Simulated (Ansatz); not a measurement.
GaGe₂₂H₃₂, a doped nanocrystal cut from the lattice of germanium (Ga on an inner site). Total charge 0; doublet. Geometry r2SCAN-D4/def2-SVP.

Cartesian coordinates in Å:
```
Ge -4.615 -0.500 -1.266
Ge -0.523 4.866 -0.605
Ge 1.539 2.701 2.865
Ge -2.802 -2.577 1.714
Ge 0.196 -0.939 3.662
Ge -1.421 1.140 0.677
Ge -1.150 -0.102 -3.219
Ge 1.810 1.570 -0.935
Ge 0.677 -2.230 -0.087
Ge 3.692 -0.448 1.980
Ge 3.962 -1.767 -2.303
Ge -2.285 3.281 -0.094
Ge -3.375 -0.383 0.825
Ge -3.262 -1.297 -3.113
Ge -0.437 1.289 2.902
Ge 1.211 3.738 -1.872
Ge 3.006 1.744 1.180
Ge -1.806 -2.293 3.911
Ge -1.191 -3.742 0.317
Ge 1.764 -1.930 2.075
Ga -0.077 -0.118 -1.033
Ge 3.171 0.497 -2.696
Ge 2.184 -3.293 -1.671
H -5.822 -1.432 -1.028
H -5.168 0.904 -1.578
H -1.086 6.057 -1.406
H 0.072 5.415 0.702
H 2.234 2.673 4.243
H 1.186 4.164 2.535
H -4.118 -3.383 1.823
H 0.903 -0.787 5.031
H -1.464 1.330 -3.705
H -0.307 -0.769 -4.327
H 4.266 -0.277 3.404
H 4.813 -1.022 1.093
H 5.047 -1.723 -1.215
H 4.636 -2.232 -3.611
H -3.232 3.860 0.978
H -3.113 3.029 -1.370
H -4.272 0.319 1.883
H -4.074 -1.165 -4.418
H -2.989 -2.797 -2.888
H -1.504 1.880 3.855
H 2.476 4.619 -1.958
H 0.706 3.494 -3.308
H 4.237 2.655 0.955
H -2.790 -1.594 4.871
H -1.447 -3.668 4.510
H -0.718 -5.011 1.059
H -1.834 -4.184 -1.012
H 2.219 -3.296 2.645
H 2.317 0.533 -3.979
H 4.380 1.438 -2.917
H 1.382 -3.633 -2.944
H 2.795 -4.604 -1.135
```

Single mean-field runs in def2-SVP, def2-mTZVP are fitted with def2-universal-jkfit.

Estimate the α-spin orbital energies around the gap (eV) in Ansatz with PBE-D4/def2-SVP, r2SCAN-D4/def2-SVP, r2SCAN-D4/def2-mTZVP, B97M-V/def2-SVP, PBE0-D4/def2-SVP.


```
orbital  PBE-D4/def2-SVP  r2SCAN-D4/def2-SVP  r2SCAN-D4/def2-mTZVP  B97M-V/def2-SVP  PBE0-D4/def2-SVP
 HOMO−9            -6.66               -6.95                 -7.01            -7.02             -7.67
 HOMO−8            -6.60               -6.89                 -6.94            -6.96             -7.61
 HOMO−7            -6.55               -6.83                 -6.89            -6.91             -7.55
 HOMO−6            -6.47               -6.75                 -6.81            -6.83             -7.47
 HOMO−5            -6.29               -6.56                 -6.62            -6.66             -7.26
 HOMO−4            -6.23               -6.50                 -6.55            -6.58             -7.19
 HOMO−3            -6.12               -6.38                 -6.43            -6.46             -7.04
 HOMO−2            -5.87               -6.13                 -6.19            -6.24             -6.82
 HOMO−1            -5.79               -6.04                 -6.10            -6.15             -6.72
   HOMO            -5.30               -5.62                 -5.68            -5.64             -6.25
   LUMO            -1.99               -1.90                 -1.98            -1.91             -1.36
 LUMO+1            -1.93               -1.84                 -1.92            -1.84             -1.29
 LUMO+2            -1.74               -1.63                 -1.71            -1.67             -1.08
 LUMO+3            -1.62               -1.51                 -1.61            -1.57             -0.98
 LUMO+4            -1.55               -1.42                 -1.51            -1.47             -0.87
 LUMO+5            -1.52               -1.40                 -1.50            -1.43             -0.84
 β HOMO            -5.74               -5.98                 -6.05            -6.08             -6.62
 β LUMO            -4.95               -4.97                 -5.04            -5.04             -4.54
```
